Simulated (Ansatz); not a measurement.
Calculated with Ansatz (gas phase, PBE0-D4/def2-TZVP geometries, no zero-point term in ΔE). CCSD(T)/CBS is the MP2 limit (def2-TZVPP, def2-QZVPP) plus CCSD(T) − MP2 in def2-TZVPP, frozen cores. DFT in def2-TZVPP. For Se outer-core shells are correlated without core-valence functions, which leaves a few kJ/mol of doubt a bond. Scalar relativity is left out up to krypton. One conformer a species, not always the lowest.

Consider the cleavage of the Si–Al bond: `[CH3][Al]([OH])[SiH2]O` + H₂Se → `O[SiH2][SeH]` + `[CH3][AlH][OH]`.

| level | ΔE (eV) |
| --- | --- |
| PBE0-D4 | -0.77 |
| B2PLYP | -0.85 |

Task: What does CCSD(T)/CBS give? (An estimate is asked.)

Result: Ansatz gave: -0.85 eV. The listed levels differ from it by 0.08, 0.00 eV.

Largest T1 diagnostic among the species: 0.012.

From PBE to PBE0 (25 % exact exchange), in def2-TZVPP and without D4, ΔE moves by −0.06 eV.
